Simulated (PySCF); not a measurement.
Isomers of C4H11F2NSi.

All values: PBE0/pcSseg-1 (PySCF) at GFN2-xTB geometries, gas phase, one conformer each.

(1) Rank by HOMO energy, lowest first.
A. `[CH3:1][SiH2:2][NH:3][C@@H:4]([CH3:5])[CH:6]([F:7])[F:8]` with C1–Si2–N3–C4 177°, Si2–N3–C4–C5 86°, N3–C4–C6–F7 -71°
B. `[CH3:1][NH:2][SiH2:3][C@@H:4]([F:5])[C@@H:6]([CH3:7])[F:8]` with C1–N2–Si3–C4 177°, N2–Si3–C4–F5 40°, Si3–C4–C6–C7 -69°
C. `[CH3:1][N:2]([CH3:3])[SiH2:4][C@@H:5]([F:6])[CH2:7][F:8]` with C1–N2–Si4–C5 -41°, N2–Si4–C5–F6 73°, Si4–C5–C7–F8 62°

(2) Rank by HOMO–LUMO gap, highest first.
A. `[CH3:1][N:2]([CH3:3])[SiH2:4][C@@H:5]([F:6])[CH2:7][F:8]` with C1–N2–Si4–C5 -41°, N2–Si4–C5–F6 73°, Si4–C5–C7–F8 62°
B. `[CH3:1][SiH2:2][NH:3][C@@H:4]([CH3:5])[CH:6]([F:7])[F:8]` with C1–Si2–N3–C4 177°, Si2–N3–C4–C5 86°, N3–C4–C6–F7 -71°
C. `[CH3:1][NH:2][SiH2:3][C@@H:4]([F:5])[C@H:6]([CH3:7])[F:8]` with C1–N2–Si3–C4 180°, N2–Si3–C4–F5 54°, Si3–C4–C6–C7 166°

Results:

(1) A (-7.08 eV), B (-6.71 eV), C (-6.47 eV).

(2) B (7.89 eV), C (7.48 eV), A (7.07 eV).

All values together:

```json
{"SMILES": "CN[SiH2][C@@H](F)[C@@H](C)F", "μ (D)": "1.08", "HOMO (eV)": "-6.71", "LUMO (eV)": "0.71", "lowest IAO charge (e)": "-0.675 (N)", "highest IAO charge (e)": "+0.882 (Si)", "lowest Hirshfeld charge (e)": "-0.246 (N)", "highest Hirshfeld charge (e)": "+0.349 (Si)"}
{"SMILES": "C[SiH2]N[C@@H](C)C(F)F", "μ (D)": "1.85", "HOMO (eV)": "-7.08", "LUMO (eV)": "0.82", "lowest IAO charge (e)": "-0.725 (C)", "highest IAO charge (e)": "+0.902 (Si)", "lowest Hirshfeld charge (e)": "-0.242 (N)", "highest Hirshfeld charge (e)": "+0.375 (Si)"}
{"SMILES": "CN(C)[SiH2][C@@H](F)CF", "μ (D)": "1.18", "HOMO (eV)": "-6.47", "LUMO (eV)": "0.60", "lowest IAO charge (e)": "-0.505 (N)", "highest IAO charge (e)": "+0.874 (Si)", "lowest Hirshfeld charge (e)": "-0.175 (N)", "highest Hirshfeld charge (e)": "+0.353 (Si)"}
{"SMILES": "CN[SiH2][C@@H](F)[C@H](C)F", "μ (D)": "1.02", "HOMO (eV)": "-6.75", "LUMO (eV)": "0.73", "lowest IAO charge (e)": "-0.680 (N)", "highest IAO charge (e)": "+0.890 (Si)", "lowest Hirshfeld charge (e)": "-0.248 (N)", "highest Hirshfeld charge (e)": "+0.346 (Si)"}
```

Conformers: `[CH3:1][NH:2][SiH2:3][C@@H:4]([F:5])[C@@H:6]([CH3:7])[F:8]` with C1–N2–Si3–C4 177°, N2–Si3–C4–F5 40°, Si3–C4–C6–C7 -69°; `[CH3:1][SiH2:2][NH:3][C@@H:4]([CH3:5])[CH:6]([F:7])[F:8]` with C1–Si2–N3–C4 177°, Si2–N3–C4–C5 86°, N3–C4–C6–F7 -71°; `[CH3:1][N:2]([CH3:3])[SiH2:4][C@@H:5]([F:6])[CH2:7][F:8]` with C1–N2–Si4–C5 -41°, N2–Si4–C5–F6 73°, Si4–C5–C7–F8 62°; `[CH3:1][NH:2][SiH2:3][C@@H:4]([F:5])[C@H:6]([CH3:7])[F:8]` with C1–N2–Si3–C4 180°, N2–Si3–C4–F5 54°, Si3–C4–C6–C7 166°.
